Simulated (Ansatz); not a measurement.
The same path of BF3 + Cl (5 atoms, charge 0, multiplicity 2) was run twice with different band settings. Lost on the way: B1–F5. Made: B1–Cl2.

Level of theory: UKS PBE/def2-SVP (Ansatz).

Relaxed end points:

```xyz
5
Properties=species:S:1:pos:R:3
B 0.000 0.489 0.683
Cl 0.000 -2.071 1.958
F 1.148 0.444 0.028
F -1.148 0.444 0.028
F 0.000 0.693 2.003
```

```xyz
5
Properties=species:S:1:pos:R:3
B -0.263 0.052 0.340
Cl -0.463 -0.964 1.784
F 0.601 1.035 0.321
F -1.015 -0.215 -0.711
F 1.139 0.092 2.966
```

Common settings: spring 5.0 eV/Å²; optimiser quadratic models (default); start path through a guess of the saddle point; force threshold 0.05 eV/Å; iteration limit 60; end points relaxed.

| run | movable images | climbing image |
| --- | --- | --- |
| 1 | 9 | yes |
| 2 | 2 | no |

Q: What does each run give, and how far can it be trusted?

A: Run 1: converged after 45 iterations, highest image 1.744 eV above the first end. The highest image is an end point: on this band no image between the ends rises above it.
Run 2: converged after 23 iterations, highest image 1.744 eV above the first end. The highest image is an end point: on this band no image between the ends rises above it. So few images can step over the top or miss a turn of the path.
